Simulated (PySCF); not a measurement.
Diagnose this run.

A geometry optimisation on C3H7AlClN, SMILES `CCC#[N+][AlH2-][Cl]`. Computed with PySCF, PBE0-D3(BJ)/def2-SVP geometry optimisation, gas phase.

Driver input (Å, GFN2-xTB start):

```
{"job": {"xc": "PBE0", "basis": "def2-SVP", "d3": "d3bj", "grid": 1, "shake": 0.01, "kind": "geom"}, "charge": 0, "multiplicity": 1}
C     -2.0065     0.4877    -0.3759
C     -1.3705    -0.7834     0.1129
C      0.0059    -0.7684    -0.2114
N      1.1716    -0.7183    -0.4840
Al     2.8923     0.2289    -0.3116
Cl     2.4251     1.9913    -1.2550
H     -1.9462     0.5864    -1.4616
H     -3.0599     0.5204    -0.1008
H     -1.5433     1.3872     0.0767
H     -1.8312    -1.6578    -0.3369
H     -1.4698    -0.8704     1.2102
H      2.8699     0.2856     1.2637
H      3.8684    -0.7061    -0.9979
```

Output:

```
step   0  E = -875.15041224  max force = 0.120186
step   1  E = -875.16351645  max force = 0.022684
step   2  E = -875.16453582  max force = 0.004022
step   3  E = -875.16515368  max force = 0.012478
step   4  E = -875.16538987  max force = 0.003259
step   5  E = -875.16557689  max force = 0.003333
step   6  E = -875.16567940  max force = 0.003443
step   7  E = -875.16576677  max force = 0.002051
step   8  E = -875.16580118  max force = 0.001589
step   9  E = -875.16581165  max force = 0.001474
step  10  E = -875.16581149  max force = 0.001480
step  11  E = -875.16580979  max force = 0.001596
step  12  E = -875.16580792  max force = 0.001647
step  13  E = -875.16580658  max force = 0.001691
step  14  E = -875.16580628  max force = 0.001695
step  15  E = -875.16580606  max force = 0.001702
step  16  E = -875.16580589  max force = 0.001706
step  17  E = -875.16580568  max force = 0.001713
step  18  E = -875.16580549  max force = 0.001719
step  19  E = -875.16580530  max force = 0.001724
step  20  E = -875.16580511  max force = 0.001731
step  21  E = -875.16580493  max force = 0.001737
step  22  E = -875.16580475  max force = 0.001743
step  23  E = -875.16580458  max force = 0.001748
step  24  E = -875.16580441  max force = 0.001754
step  25  E = -875.16580425  max force = 0.001758
step  26  E = -875.16580408  max force = 0.001764
step  27  E = -875.16580393  max force = 0.001768
step  28  E = -875.16580377  max force = 0.001774
step  29  E = -875.16580362  max force = 0.001777
step  30  E = -875.16580346  max force = 0.001783
step  31  E = -875.16580331  max force = 0.001786
step  32  E = -875.16580317  max force = 0.001791
step  33  E = -875.16580303  max force = 0.001794
step  34  E = -875.16580289  max force = 0.001799
step  35  E = -875.16580276  max force = 0.001803
step  36  E = -875.16580263  max force = 0.001805
step  37  E = -875.16580250  max force = 0.001810
step  38  E = -875.16580237  max force = 0.001813
step  39  E = -875.16580224  max force = 0.001817
step  40  E = -875.16580212  max force = 0.001822
step  41  E = -875.16580200  max force = 0.001824
step  42  E = -875.16580194  max force = 0.001828
step  43  E = -875.16580191  max force = 0.001829
step  44  E = -875.16580184  max force = 0.001832
step  45  E = -875.16580181  max force = 0.001833
optimisation not converged
```

Energies are in Eh and forces in Eh/bohr.

**Question.** Which diagnosis fits best?
A. step limit reached with the energy nearly constant
B. step limit reached while the energy was still falling
C. step limit reached with the energy going up and down

**Answer.** A. After 46 gradient evaluations the largest force component was 0.00183 Eh/bohr against a threshold of 0.00045, and over the last 5 steps the energy changed by 0.000 kcal/mol in all, within a range of 0.000 kcal/mol, the last step by 0.000 kcal/mol. The energy rose in 3 of the 45 steps.

**Question.** What would you do next?

**Answer.** Restart from the last geometry, if need be with a computed Hessian or a finer grid, and confirm the end point by frequencies.
